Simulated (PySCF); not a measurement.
Coordinates in bohr (charge 0 multiplicity 1):
```
Pd    0.0000    0.0000   -0.0562
H     0.8368    0.0000    2.9533
H    -0.8368    0.0000    2.9533
```

Computed with PBE0 in PySCF with Pd def2-TZVP with ECP28, H def2-TZVP; scalar-relativistic core potentials, no spin–orbit coupling; density-fitted integrals.

This geometry of PdH₂ is a stationary point at this level.

Q: What is the point group?

A: C2v.

Q: Is it a minimum?

A: Yes: all harmonic wavenumbers are real.

Q: List the harmonic modes with their infrared intensities.

A: 
```tsv
symmetry	ω (cm⁻¹)	IR (km/mol)
a1	1065	197
b2	1584	15.0
a1	2735	58.8
```

Q: Give the ideal-gas entropy at 298.15 K and 1 bar by parts.

A: translation 167.2, rotation 52.6, vibration 0.3, spin 0.0; total 220.2 J/(mol K).

Q: What is the atomisation energy, with and without zero-point energy?

A: 526 kJ/mol without, 494 kJ/mol with.

In C2v the vibrations span 2a1 + b2. Here b1 is antisymmetric to the molecular plane and b2 lies in it.

Only a few start shapes were tried, so a lower isomer may exist.
